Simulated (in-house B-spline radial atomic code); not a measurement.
Values are calculated unless marked as measured or tabulated.
**He in an electron gas of r_s = 1.8: phase shifts, screening and friction**

A nucleus sits in a uniform electron gas with a rigid positive background. The Kohn-Sham equations are solved self-consistently in the spin-unpolarised LDA (PW92), non-relativistic, on B-splines with outgoing waves at the boundary and partial waves to l = 8. The model has no lattice, no bands and no magnetic solution. Atomic units; δ_l are the phase shifts at the Fermi level, counted so that each bound state adds π, and good to about 0.0005.

The density parameter is r_s = 1.8 bohr.

```tsv
l	δ_l (rad)
0	1.8730
1	0.2916
2	0.0563
3	0.0113
4	0.0025
5	0.0005
6	0.0001
7	-0.0001
8	-0.0001
```

Bound levels below the band bottom (hartree): s -0.3219.

Question: Check the Friedel sum rule, and say where the screening charge sits.

Answer: k_F = (9π/4)^(1/3)/r_s = 1.06620. The rule is Z = (2/π) Σ (2l + 1) δ_l. The terms are s 1.192, p 0.557, d 0.179, f 0.050 and 0.017 beyond, in all 1.995 against Z = 2. Bound states hold 2 s, 0 p, 0 d electrons, so the scattering states carry 0.00 in all; where a term is smaller than its bound count, the bound level has drawn weight out of the band.

Question: Find the transport cross section and the electronic stopping of a 10 keV He ion (mass 4.0 u).

Answer: σ_tr = (4π/k_F²) Σ (l + 1) sin²(δ_l − δ_(l+1)). The terms for l = 0 to 3 are 0.9999, 0.1087, 0.0061, 0.0003, all together 1.1150, so σ_tr = 11.054 × 1.1150 = 12.326 bohr². With n = 3/(4π r_s³) = 0.04093, the friction coefficient is Q = n k_F σ_tr = 0.5379. For v well below v_F = 1.066, dE/dx = Q v; with 24801 eV per u at v = 1, v = √(10000/(24801 × 4.0)) = 0.3175, so dE/dx = 0.17079 hartree/bohr = 87.8 eV/nm. The largest term couples the s and p waves.
